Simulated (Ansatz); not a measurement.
Consider the substitution at a C–C bond: `O=CC[SiH3]` + `[AlH2][NH][SiH3]` → `O=C[N]([AlH2])[SiH3]` + `C[SiH3]`.

Computed with Ansatz on PBE0-D4/def2-TZVP structures; ΔE is electronic, products minus reactants. CCSD(T)/CBS is the MP2 limit (def2-TZVPP, def2-QZVPP) plus CCSD(T) − MP2 in def2-TZVPP, frozen cores. This one scheme is used for every species. Functionals use def2-TZVPP. B3LYP here is the variant with VWN-RPA as its local correlation; programs differ in this. One conformer a species, not always the lowest.

`O=CC[SiH3]`:

Z-matrix (Å, degrees):
```
C
C 1 1.497
Si 1 1.889 2 112.7
H 1 1.097 2 108.4 3 -123.5
H 1 1.097 2 108.4 3 123.5
O 2 1.202 1 123.9 3 0.0
H 2 1.111 1 116.0 3 -180.0
H 3 1.483 1 110.6 2 -61.3
H 3 1.483 1 110.6 2 61.3
H 3 1.488 1 107.7 2 180.0
```

`[AlH2][NH][SiH3]`:

Cartesian coordinates in Å:
```
Al 1.087 0.435 1.342
N -0.068 0.637 0.000
Si -0.792 -0.563 -1.009
H 1.554 -1.029 1.708
H 1.576 1.745 2.087
H -0.347 1.587 -0.209
H -2.279 -0.562 -0.905
H -0.277 -1.884 -0.567
H -0.454 -0.366 -2.447
```

`O=C[N]([AlH2])[SiH3]`:

Cartesian coordinates in Å:
```
O 1.937 -0.967 -0.867
C 0.822 -0.590 -1.148
N -0.038 -0.039 -0.232
Al -1.701 0.518 -0.689
Si 0.700 0.038 1.379
H 0.427 -0.670 -2.177
H -2.097 0.324 -2.205
H -2.608 1.140 0.437
H 1.895 0.912 1.382
H 1.017 -1.314 1.891
H -0.355 0.649 2.230
```

`C[SiH3]`:

Cartesian coordinates in Å:
```
C -0.331 0.558 -0.744
Si 0.296 -0.500 0.666
H -0.894 1.414 -0.365
H -0.989 -0.018 -1.398
H 0.499 0.937 -1.344
H 1.190 0.288 1.557
H 1.065 -1.664 0.148
H -0.836 -1.016 1.481
```

```json
{"level": "PBE", "ΔE (eV)": "-0.55"}
{"level": "B3LYP", "ΔE (eV)": "-0.49"}
```

Question: What does CCSD(T)/CBS give? (Estimate.)

Answer: Ansatz gave: -0.46 eV. The listed levels differ from it by -0.09, -0.03 eV.

Largest T1 diagnostic among the species: 0.015.

The D4 term adds −0.03 eV with B3LYP and −0.02 eV with PBE0; it sums over pairs of atoms, weighted by their polarisabilities, and B3LYP, whose exchange is more repulsive, gets the larger term. In def2-TZVPP, CCSD(T) changes the Hartree–Fock value by −0.06 eV (the triples alone add −0.03 eV) and MP2 by −0.09 eV.
